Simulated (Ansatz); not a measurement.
`[SH][Ge][Br]` + H₂O → `[OH][Ge][Br]` + H₂S at 298.15 K and 1 bar (formal hydrolysis of a Ge–S bond).

Computed with Ansatz on PBE0-D4/def2-TZVP structures; ΔE is electronic, products minus reactants. CCSD(T)/CBS adds triple-zeta CCSD(T) − MP2 to the extrapolated MP2 energy (def2 sets, frozen cores). This one scheme is used for every species. For Br, Ge outer-core shells are correlated without core-valence functions, which leaves a few kJ/mol of doubt a bond. Scalar relativity is left out up to krypton. Each species was taken in one conformer, which may not be the lowest.

```tsv
species	CCSD(T)/CBS energy (Eh)	H − E (kJ/mol)	S (J/(mol·K))
`[SH][Ge][Br]`	-5047.87083	41.9	319.4
H₂O	-76.37941	66.4	188.7
`[OH][Ge][Br]`	-4725.27533	51.5	304.5
H₂S	-398.97279	49.9	205.7
```

H − E and S are ideal-gas, rigid-rotor, harmonic terms from PBE0-D4/def2-TZVP, for one conformer and one mirror image of each species. 1 Eh = 2625.50 kJ/mol, R = 8.31446 J/(mol·K).

**Question.** By hand: ΔE, ΔH, ΔS and ΔG.

**Answer.** ΔE = (-4725.27533) + (-398.97279) − (-5047.87083) − (-76.37941) = 0.00212 Eh = 5.6 kJ/mol. Δ(H − E) = 51.5 + 49.9 − 41.9 − 66.4 = -6.9, so ΔH = -1.3 kJ/mol. ΔS = 304.5 + 205.7 − 319.4 − 188.7 = 2.1 J/(mol·K). ΔG = -1.3 − 298.15 × (2.1)/1000 = -1.9 kJ/mol.

**Question.** By hand: the equilibrium constant, and the temperature at which ΔG would vanish if ΔH and ΔS stayed fixed.

**Answer.** log₁₀ K = −ΔG/(RT ln 10) = 0.3. ΔH and −TΔS have one sign here, so there is no such temperature.

TΔS isn't small against ΔH here. The sign of ΔG lies within the doubt. A doubt of 5 kJ/mol in ΔE shifts log₁₀ K by 0.9 here. Other conformers and mirror images would add mixing entropy, several J/(mol·K) or more a flexible species. These are equilibria of isolated gas molecules and say nothing of rates. Largest T1 diagnostic: 0.013 (customary marks: 0.02 for closed shells, 0.045 for open ones).

ΔS is within the doubt of such terms, so its sign, and with it that verdict, could turn.
